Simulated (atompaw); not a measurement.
**PBE PAW (atompaw) dataset for Os, scalar-relativistic all-electron reference.**

| Item | Value |
| --- | --- |
| Element | osmium |
| Generator | atompaw 4.2.0.5 |
| Type | PAW |
| Functional | PBE |
| Relativity | scalar-relativistic |
| Frozen core | [Kr] 4d10 4f14 |
| Valence charge | 16 |
| Reference configuration | 5s2 5p6 5d6.5 6s1.5 6p0 |
| Partial waves | 5s (bound): rc 1.35 bohr; 6s (bound): rc 2.55 bohr; 5p (bound): rc 2.05 bohr; 6p (bound, empty): rc 2.55 bohr; 5d (bound): rc 2.55 bohr; 5d channel at 0.5 Ry: rc 2.55 bohr |
| Local potential | ultrasoft scheme with l = 3 at 0 Ry, radius 2.15 bohr |
| Core correction | smooth core density matched at 1.65 bohr |
| Augmentation charge | sinc compensation charge, radius 2.00 bohr; PAW radius 2.55 bohr; waves and projectors: custom rrkj vanderbiltortho |

What the tests gave:

```json
{
  "Cutoffs needed": "30 Ry and 50 Ry (the cutoffs (Ry, on a coarse ladder) from which the occupation-weighted sum of valence levels, in a spherical-Bessel basis at the reference potential, stays within 10 and 1 mRy of its value at 400 Ry)",
  "Ghost test": "no extra level below or beside the all-electron valence levels (s, p, d, f tested) (spherical-Bessel basis up to 400 Ry, 20 bohr box)",
  "Lowest eigenvalue of the overlap operator": "0.32 (s channel)",
  "Overlap eigenvalues printed by atompaw (projector basis)": "0.0607, 0.171, 0.986, 16.5, 17.2, 131",
  "Share of each valence orbital outside the PAW sphere": "5s 0 %, 6s 63 %, 5p 1 %, 6p 91 %, 5d 17 %"
}
```

Generation and tests took about 30 s on one core of a shared server CPU.
